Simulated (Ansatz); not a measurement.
`[SiH3]S/C=C/S` and `C/C=C/S` differ in one atom or group.

Ansatz, PBE0-D4/def2-TZVP geometries, multiplicity 1. Each molecule was computed in one conformer, which needn't be the lowest.

```json
{"property": "HOMO energy (ωB97M-V/def2-TZVPP) / eV", "`[SiH3]S/C=C/S`": "-8.47"}
{"property": "LUMO energy (PBE0/def2-TZVPP) / eV", "`[SiH3]S/C=C/S`": "-0.64"}
{"property": "HOMO–LUMO gap (ωB97M-V/def2-TZVPP) / eV", "`[SiH3]S/C=C/S`": "9.85"}
{"property": "HOMO–LUMO gap (PBE0/def2-TZVPP) / eV", "`[SiH3]S/C=C/S`": "5.78"}
{"property": "HOMO–LUMO gap (PBE/def2-TZVPP) / eV", "`[SiH3]S/C=C/S`": "3.83"}
{"property": "LUMO energy (PBE/def2-TZVPP) / eV", "`[SiH3]S/C=C/S`": "-1.54"}
```

Task: What does the change do to each property? (An estimate is asked.)

Result: The calculation gave: 
```tsv
property	`C/C=C/S`	shift
HOMO energy (ωB97M-V/def2-TZVPP) / eV	-8.33	0.14
LUMO energy (PBE0/def2-TZVPP) / eV	0.28	0.92
HOMO–LUMO gap (ωB97M-V/def2-TZVPP) / eV	10.69	0.84
HOMO–LUMO gap (PBE0/def2-TZVPP) / eV	6.50	0.72
HOMO–LUMO gap (PBE/def2-TZVPP) / eV	4.45	0.62
LUMO energy (PBE/def2-TZVPP) / eV	-0.69	0.85
```

With PBE0 the HOMO rises by 0.21 eV and the LUMO rises by 0.92 eV, so the gap widens by about 0.71 eV. PBE moves the HOMO by 0.23 eV and ωB97M-V by 0.14 eV.
